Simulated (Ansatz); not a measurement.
A run for Ansatz (a quantum-chemistry and plane-wave program): R-wB97X-V/def2-TZVPP on FHOTe (SMILES O[Te]F), a point of a torsion scan. Elements past Kr take the def2 small-core potentials; no spin–orbit coupling.

Ansatz 0.2 input:
```yaml
crystal:
  periodic: [false, false, false]
  atoms:
    - {symbol: O, position_ang: [-1.02554664, 0.23950794, 0.39228516]}
    - {symbol: Te, position_ang: [0.63261407, 0.96374800, -0.33147715]}
    - {symbol: F, position_ang: [1.59273278, 0.63887964, 1.36673534]}
    - {symbol: H, position_ang: [-1.32633762, -0.51979168, -0.10958958]}
basis:
  gaussian:
    orbitals: def2-TZVPP
hamiltonian:
  xc: {name: wB97X-V}
scf: {lower_state_search: off}
```

Q: Give the final energy of this run.

A: -443.6851 hartree.
